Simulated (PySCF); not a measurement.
PySCF input file for difluoromethyl(methyl)silane (C₂H₆F₂Si), SMILES C[SiH2]C(F)F, SMD-B3LYP/6-31G*. Coordinates come from a B3LYP-D3(BJ)/def2-SVP optimisation. Other conformers were not sampled.

```python
import numpy as np
from pyscf import gto, scf, dft
from pyscf.solvent import smd

mol = gto.M(
    atom='''
    C    -0.96227089   -1.75566579    0.00000010
    Si    0.70623116   -0.89901092   -0.00000007
    C     0.37258105    0.99696789   -0.00000004
    F    -0.37215387    1.31621465   -1.10853294
    F    -0.37215364    1.31621465    1.10853302
    H    -1.53624709   -1.45821266    0.89131927
    H    -0.85723357   -2.85154996    0.00000008
    H    -1.53624727   -1.45821266   -0.89131896
    H     1.50728359   -1.21822505   -1.21633988
    H     1.50728384   -1.21822506    1.21633956
    H     1.26483088    1.65090195   -0.00000013
    ''',
    basis='6-31G*',
    charge=0,
    spin=0,
    max_memory=1600,
    verbose=3,
)
mf = dft.RKS(mol, xc='b3lyp').density_fit(auxbasis='def2-universal-jkfit')
mf.grids.level = 3
mf.conv_tol = 1e-9
mf.max_cycle = 100
mf.kernel()
res = {}
for name in ['water', 'acetone', 'benzene']:
    s = mf.SMD()
    s.with_solvent.solvent, s.with_solvent.sasa_ng = name, 194
    s.kernel(mf.make_rdm1())
    res[name] = (s.e_tot, s.with_solvent.get_cds(), s.dip_moment(), s.mo_energy, s.converged)
    print(f'SMD {name}: dG(solv) = {(s.e_tot - mf.e_tot) * 627.509474:.3f} kcal/mol, of which CDS {res[name][1] * 627.509474:.3f}')
```

It prints:

```
converged SCF energy = -568.985086121453
converged SCF energy = -568.982675810531
Dipole moment(X, Y, Z, Debye):  1.00708, -1.26808, -0.00000
SMD water: dG(solv) = 1.512 kcal/mol, of which CDS 4.638
converged SCF energy = -568.988729615949
Dipole moment(X, Y, Z, Debye):  0.98915, -1.26336, -0.00000
SMD acetone: dG(solv) = -2.286 kcal/mol, of which CDS 0.665
converged SCF energy = -568.987208788736
Dipole moment(X, Y, Z, Debye):  0.85887, -1.20884, -0.00000
SMD benzene: dG(solv) = -1.332 kcal/mol, of which CDS 0.105
```

The calculation finished and met its thresholds.

Cost: around 90 core-seconds (rough).
